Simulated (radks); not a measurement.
The numbers below are computed, except where a source is named.
Question: Species: Co+. Configuration: [Ar] 3d8. Code: a radial shooting solver on a logarithmic mesh with Libxc functionals. Model: non-relativistic Kohn-Sham, PBE, spin-polarised, spherical densities, point nucleus; open shells are filled with parallel spins first. Some entries of the table are withheld. Estimate them.

orbital,occ.,eigenvalue (Ry),<r^2> (bohr^2),r(max) (bohr)
1s down,1,-552.6266,0.004341,0.03750
1s up,1,-552.6263,0.004341,0.03750
2s up,1,-65.08338,0.07897,0.2161
2s down,1,-65.01131,0.07886,0.2160
2p up,3,-56.52615,0.06283,0.1732
2p down,3,-56.47273,0.06271,0.1732
3s up,1,-7.62946,0.7160,0.6776
3s down,1,-7.47740,0.7187,0.6780
3p up,3,-5.08268,0.8086,0.6835
3p down,3,-4.93309,0.8142,0.6842
3d up,5,(1),1.690,0.6751
3d down,3,(2),1.873,0.6799

Answer: 
(1) 3d up eigenvalue (Ry): -0.96367
(2) 3d down eigenvalue (Ry): -0.83195
